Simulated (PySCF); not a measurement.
HfFH3, SMILES [F][HfH3], multiplicity 1. Geometry optimised at PBE-D3(BJ)/def2-TZVP. The spin state was assumed, not searched. The structure was generated by enumeration; whether it is a known compound was not checked. The def2 effective core potentials stand for the cores of Hf; spin–orbit coupling is left out.

Computed equilibrium geometry at PBE-D3(BJ)/def2-TZVP (PySCF confirms it by a frequency run) as Cartesian coordinates in Å, and its point group:
point group C3v.
```xyz
5

Hf     0.0000     0.0000    -0.1815
F      0.0000     0.0000     1.7065
H      1.5266     0.8814    -0.7637
H     -1.5266     0.8814    -0.7637
H      0.0000    -1.7628    -0.7637
```
